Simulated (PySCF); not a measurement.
Isomers of C9H7NS, mass 161.030 u with the commonest isotopes. Method: PBE0-D3(BJ)/def2-SVP geometry optimisation, gas phase (PySCF 2.14.0). One conformer each, none proved a minimum here; rigid rotors.

Question: Order these by rotational constant B, largest first.
A. `[N:1]#[C:2][C@@:3]12[C@@H:4]3[C@H:5]4[C@H:6]5[C@@H:7]3[C@@H:8]1[C@@:9]5([SH:10])[C@@H:11]24` with C8–C9–S10–H 63°
B. `[cH:1]1[cH:2][cH:3][c:4](-[c:5]2[cH:6][n:7][s:8][cH:9]2)[cH:10][cH:11]1` with C3–C4–C5–C6 150° (4-phenylisothiazole)
C. `[cH:1]1[cH:2][cH:3][c:4](-[c:5]2[cH:6][cH:7][cH:8][s:9]2)[n:10][cH:11]1` with C3–C4–C5–C6 180°

Answer: A (886.9 MHz), C (623.0 MHz), B (524.7 MHz).

Question: Order these by rotational constant A, smallest first.
A. `[cH:1]1[cH:2][cH:3][c:4](-[c:5]2[cH:6][n:7][s:8][cH:9]2)[cH:10][cH:11]1` with C3–C4–C5–C6 150°
B. `[N:1]#[C:2][C@@:3]12[C@@H:4]3[C@H:5]4[C@H:6]5[C@@H:7]3[C@@H:8]1[C@@:9]5([SH:10])[C@@H:11]24` with C8–C9–S10–H 63°
C. `[cH:1]1[cH:2][cH:3][c:4](-[c:5]2[cH:6][cH:7][cH:8][s:9]2)[n:10][cH:11]1` with C3–C4–C5–C6 180°

Answer: B (1800 MHz), C (2827 MHz), A (3261 MHz).

Question: Order these by out-of-plane moment Σ m c² = (Ia + Ib − Ic)/2, largest first.
A. `[cH:1]1[cH:2][cH:3][c:4](-[c:5]2[cH:6][cH:7][cH:8][s:9]2)[n:10][cH:11]1` with C3–C4–C5–C6 180°
B. `[N:1]#[C:2][C@@:3]12[C@@H:4]3[C@H:5]4[C@H:6]5[C@@H:7]3[C@@H:8]1[C@@:9]5([SH:10])[C@@H:11]24` with C8–C9–S10–H 63°
C. `[cH:1]1[cH:2][c:3](-[c:4]2[cH:5][cH:6][s:7][cH:8]2)[cH:9][cH:10][n:11]1` with C2–C3–C4–C5 153°
D. `[cH:1]1[cH:2][cH:3][c:4](-[c:5]2[cH:6][n:7][s:8][cH:9]2)[cH:10][cH:11]1` with C3–C4–C5–C6 150°

Answer: B (74.88 u·Å²), D (10.31 u·Å²), C (8.84 u·Å²), A (0.00 u·Å²).

| SMILES | point group | Ia (u·Å²) | Ib (u·Å²) | Ic (u·Å²) | κ | μa (D) | μb (D) | μc (D) |
| --- | --- | --- | --- | --- | --- | --- | --- | --- |
| c1ccc(-c2cnsc2)cc1 | C1 | 154.98 | 963.12 | 1097.48 | -0.95 | 2.15 | 1.35 | 0.44 |
| N#C[C@@]12[C@@H]3[C@H]4[C@H]5[C@@H]3[C@@H]1[C@@]5(S)[C@H]42 | Cs | 280.80 | 569.84 | 700.87 | -0.69 | 2.27 | 2.41 | 0.01 |
| c1ccc(-c2cccs2)nc1 | Cs | 178.75 | 811.25 | 990.00 | -0.90 | 0.53 | 1.09 | 0.00 |
| c1cc(-c2ccsc2)ccn1 | C1 | 154.27 | 970.78 | 1107.37 | -0.95 | 2.43 | 0.37 | 0.10 |
